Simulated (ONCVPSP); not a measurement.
**Potentials for nickel (Ni) compared**

Generated with ld1.x 7.5 (TM, RRKJ, ultrasoft, PAW), atompaw 4.2 or ONCVPSP 4.0.1. The cutoff is in Ry: for ld1.x and atompaw files where the sum of valence levels is converged to 10 mRy in a Bessel basis, for ONCV files where the hardest occupied wave has 1 mHa per electron of residual kinetic energy. The error is the largest all-electron minus pseudo excitation energy over each file’s own four to seven test configurations (ionisations up to +4, promotions, holes and added fractions of an electron), all of which were solved. The labels leave out finer settings (local radius, basis sizes, second energies), which also bear on the numbers. Spin-polarised tests are not counted. The rows are a selection from randomly drawn settings: files with unsolved tests, undetermined cutoffs or missed reference levels are left out.

| potential | cutoff (Ry) | largest error (meV) | bound ghosts |
| --- | --- | --- | --- |
| ONCV, PBEsol, non-relativistic, rc 1.25/1.15/1.00 (spd), local smoothed, core correction yes, reference 3s2 3p6 3d8 4s2, qcut 12.7/9.5/15.6, projectors 2/1/3 | 189 | +7.7 | none |
| ONCV, LDA (Perdew-Zunger), scalar-relativistic, rc 1.30/1.00/1.05 (spd), local smoothed, core correction yes, reference 3s2 3p6 3d8 4s2, qcut 8.9/14.2/16.1, projectors 2/2/2 | 182 | -7.3 | none |
| ONCV, PBE, scalar-relativistic, rc 2.45/1.90/1.05 (spd), local smoothed, core correction no, reference 3d8 4s2, qcut 3.4/4.7/12.4, projectors 3/1/2 | 136 | -65 | none |
| ONCV, PBE, scalar-relativistic, rc 1.00/0.95/0.80 (spd), local smoothed, core correction yes, reference 3s2 3p6 3d8 4s1, qcut 9.2/13.7/10.1, projectors 2/3/3 | 385 | -4.0 | none |
| ONCV, PW91, scalar-relativistic, rc 1.20/1.15/1.15 (spd), local p, core correction yes, reference 3s2 3p6 3d8 4s1, qcut 13.2/12.7/12.9, projectors 2/0/2 | 137 | +80 | none |
| ONCV, LDA (Perdew-Zunger), scalar-relativistic, rc 1.10/1.30/1.65 (spd), local smoothed, core correction yes, reference 3s2 3p6 3d8 4s1 4p1, qcut 13.6/13.2/10.6, projectors 2/2/1 | 114 | +86 | none |

Q: Fill in the row for Ni: ONCV, PW91, scalar-relativistic, rc 1.05/0.85/1.30 (spd), local smoothed, core correction yes, reference 3s2 3p6 3d8 4s2, qcut 13.8/8.2/13.7, projectors 2/2/2.

A: cutoff 133 Ry, largest error +19 meV, bound ghosts: none.

Q: Fill in the row for Ni: ONCV, PBE, scalar-relativistic, rc 2.45/1.15/1.15 (spd), local smoothed, core correction yes, reference 3p6 3d8 4s1.5, qcut 2.9/11.5/16.3, projectors 1/2/2.

A: cutoff 184 Ry, largest error -28 meV, bound ghosts: none.

Q: Fill in the row for Ni: ONCV, PBEsol, scalar-relativistic, rc 1.25/1.55/1.40 (spd), local smoothed, core correction yes, reference 3s2 3p6 3d8 4s1 4p1, qcut 7.4/7.5/13.4, projectors 3/2/1.

A: cutoff 122 Ry, largest error +90 meV, bound ghosts: none.
